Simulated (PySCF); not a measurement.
C₆H₁₂BP.
Numbering: `[BH3-:1][P+:2]1([C:3]#[C:4][CH3:5])[CH2:6][CH2:7][CH2:8]1` (hydrogens: H9, H10, H11 on B1; H12, H13, H14 on C5; H15, H16 on C6; H17, H18 on C7; H19, H20 on C8)

All values: CAM-B3LYP/def2-SVPD (PySCF, non-relativistic), on one gas-phase PBE0-D3(BJ)/def2-SVP geometry that isn't relaxed in the solvent. The solvent is an IEF-PCM continuum (van der Waals radii × 1.2), and excitations are vertical TDDFT with non-equilibrium linear response and a frozen core. Only the electrostatic response of the medium enters.

Gas-phase singlets (H = HOMO, L = LUMO):

```
state  E (eV)  λ (nm)      f           leading configurations
   S1   5.594     222  0.003                H→L 78%, H-4→L 8%
   S2   6.071     204  0.009  H→L+2 26%, H-1→L 26%, H-3→L 22%
   S3   6.261     198  0.003         H-1→L+2 35%, H-3→L+2 30%
   S4   6.907     180  0.011    H-2→L 51%, H-4→L 25%, H→L 12%
   S5   7.104     175  0.009              H→L+1 74%, H→L+2 9%
```

**Question.** Give the list for acetone (ε = 20.49), n² = 1.85.

**Answer.** 
```tsv
state	E (eV)	λ (nm)	f	leading configurations	change by rank (eV)
S1	5.688	218	0.004	H→L 80%	+0.094
S2	6.088	204	0.016	H-1→L 48%, H→L+2 19%, H→L+1 12%	+0.017
S3	6.243	199	0.003	H-1→L+2 45%, H-1→L+1 28%, H-1→L+4 8%	-0.018
S4	7.109	174	0.019	H-2→L 54%, H-4→L 20%, H→L 11%	+0.202
S5	7.248	171	0.031	H→L+1 55%, H→L+2 26%	+0.144
```

**Question.** The ground-state energy changes by -0.331 eV from gas to acetone. By how much does the total energy of gas-phase S1 change?

**Answer.** E(S1) = E(S0) + excitation energy, so it changes by -0.331 + 0.094 = -0.237 eV: it is lowered less than the ground state, which is what a blue shift means. This is the vertical state, with the slow part of the continuum still set for S0.

**Question.** How do the frontier levels move from gas to acetone?

**Answer.** 
```csv
orbital,gas (eV),solvent (eV),change (eV)
LUMO+2,1.07,1.22,+0.15
LUMO+1,0.93,1.13,+0.20
LUMO,0.55,0.69,+0.14
HOMO,-8.81,-8.85,-0.04
HOMO-1,-9.33,-9.25,+0.08
HOMO-2,-9.50,-9.88,-0.38
HOMO-3,-9.57,-9.98,-0.41
```

The HOMO–LUMO gap goes from 9.36 to 9.54 eV. Rows go by rank; for HOMO-3, HOMO-2, HOMO-1, LUMO+1 and LUMO+2 the atom shares or the degeneracy differ between the runs, so the row needn't follow one orbital.
